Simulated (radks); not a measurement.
Task: These are the eigenvalues of the occupied orbitals of an atom or ion with whole-number occupations (eV). All-electron calculation, non-relativistic Kohn-Sham, r2SCAN, spin-polarised, spherical densities, point nucleus; meta-GGA in the generalised Kohn-Sham scheme. Program: a radial shooting solver on a logarithmic mesh with Libxc functionals.

| orbital | eigenvalue |
|---|---|
| 1s up | -421.0182 |
| 1s down | -419.8942 |
| 2s up | -43.9946 |
| 2s down | -40.7791 |
| 2p up | -31.3770 |
| 3p up | -6.8207 |

Which element is it, and in what charge state? The configuration may be excited. Open shells, if any, are filled with parallel spins first.

Result: Z = 7, nitrogen, charge +1: N+ in [He] 2s2 2p1 3p1. The list shows which subshells hold electrons but not how many an open one holds; the 1s level, -15.472 hartree, gives Z - s = 5.6 by -(Z - s)^2/2, which with screening narrows Z to a few neighbours, and the depths of the outer levels then fix element, charge and occupations together.
